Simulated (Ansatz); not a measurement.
Program: Ansatz. Geometries: PBE0-D4/def2-TZVP. ΔE: electronic, gas phase. CCSD(T)/CBS is the MP2 limit (def2-TZVPP, def2-QZVPP) plus CCSD(T) − MP2 in def2-TZVPP, frozen cores. DFT in def2-TZVPP. def2 core potentials past Kr. For In, Sc outer-core shells are correlated without core-valence functions, which leaves a few kJ/mol of doubt a bond. Scalar relativity is left out up to krypton. One conformer a species, not always the lowest.

Consider the substitution at a C–N bond: `C[N](C)[In]([Cl])[Cl]` + `[NH2][Sc]([OH])[OH]` → `C[O][Sc]([NH2])[OH]` + `C[NH][In]([Cl])[Cl]`.

`C[N](C)[In]([Cl])[Cl]`:

Z-matrix (Å, degrees):
```
C
N 1 1.441
H 1 1.100 2 111.4
H 1 1.092 2 111.2 3 -120.1
H 1 1.100 2 111.3 3 119.8
C 2 1.441 1 114.2 3 -59.9
In 2 1.984 1 122.9 3 119.7
H 6 1.100 2 111.4 1 59.9
H 6 1.092 2 111.2 1 -180.0
H 6 1.100 2 111.3 1 -59.9
Cl 7 2.308 2 120.4 1 0.3
Cl 7 2.308 2 120.4 1 -179.9
```

`[NH2][Sc]([OH])[OH]`:

```xyz
8

N    -0.579    1.532    0.218
Sc    0.117   -0.310   -0.044
O     0.845   -0.692   -1.729
O    -0.029   -1.471    1.421
H    -0.576    2.276   -0.468
H    -1.000    1.897    1.063
H     1.245   -1.051   -2.515
H    -0.023   -2.181    2.054
```

`C[O][Sc]([NH2])[OH]`:

Cartesian coordinates in Å:
```
C -0.317 -1.180 -1.995
O -0.134 -0.510 -0.798
Sc 0.081 0.209 0.915
N 0.464 2.159 1.011
O -0.029 -0.723 2.540
H 0.585 -1.130 -2.616
H -0.553 -2.239 -1.832
H -1.141 -0.739 -2.571
H 0.553 2.795 0.229
H 0.605 2.697 1.856
H -0.116 -1.339 3.261
```

`C[NH][In]([Cl])[Cl]`:

Z-matrix (Å, degrees):
```
C
N 1 1.449
H 1 1.097 2 113.4
H 1 1.096 2 110.7 3 -121.5
H 1 1.092 2 110.2 3 120.4
In 2 1.987 1 124.9 3 -96.4
H 2 1.008 1 113.8 3 59.1
Cl 6 2.307 2 122.3 1 170.0
Cl 6 2.311 2 119.3 1 -15.6
```

```csv
level,ΔE (kJ/mol)
ωB97X-V,22.8
RPA@PBE/def2-TZVPP,23.2
HF/def2-SVP,4.5
CCSD/def2-SVP,15.7
```

Q: What does CCSD(T)/CBS give? (An estimate is asked.)

A: Ansatz gave: +27.3 kJ/mol. The listed levels differ from it by -4.5, -4.1, -22.8, -11.6 kJ/mol.

Largest T1 diagnostic among the species: 0.016.

The D4 term adds +6.4 kJ/mol with B3LYP and +3.5 kJ/mol with PBE0; it sums over pairs of atoms, weighted by their polarisabilities, and B3LYP, whose exchange is more repulsive, gets the larger term. In def2-TZVPP, CCSD(T) changes the Hartree–Fock value by +16.0 kJ/mol (the triples alone add +1.7 kJ/mol) and MP2 by +22.2 kJ/mol. From BLYP to BHLYP (50 % exact exchange), in def2-TZVPP and without D4, ΔE moves by +4.1 kJ/mol.

B3LYP here is the variant with VWN-RPA as its local correlation; programs differ in this.
